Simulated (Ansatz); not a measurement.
Compare A (`C#C[CH](F)[SnH3]`) with its isomer B (`C#[C][SnH]([CH3])[F]`).

Gas-phase electronic energies from Ansatz, PBE0-D4/def2-TZVP geometries. CBS: MP2 limit from def2 TZ/QZ plus the TZ coupled-cluster correction, frozen cores. DFT in def2-TZVPP. B3LYP here is the variant with VWN-RPA as its local correlation; programs differ in this. def2 core potentials past Kr. For Sn outer-core shells are correlated without core-valence functions, which leaves a few kJ/mol of doubt a bond.

Problem. Which is lower in electronic energy at CCSD(T)/CBS, and by how much? (An estimate is asked.)

Solution. The calculation gave: B, by 228.4 kJ/mol.

Problem. Give E(B) − E(A) in kJ/mol with PBE-D4, B3LYP-D4, B2PLYP, PBE0-D4, r2SCAN-D4, CCSD/def2-TZVPP, HF/def2-TZVPP. (Estimate.)

Solution. The calculation gave: PBE-D4 -191.3, B3LYP-D4 -202.0, B2PLYP -215.8, PBE0-D4 -197.1, r2SCAN-D4 -205.2, CCSD/def2-TZVPP -217.2, HF/def2-TZVPP -220.3. None reverses the order clearly.

Largest T1 diagnostic: 0.013.

From PBE to PBE0 (25 % exact exchange), in def2-TZVPP and without D4, E(B) − E(A) moves by −5.6 kJ/mol.
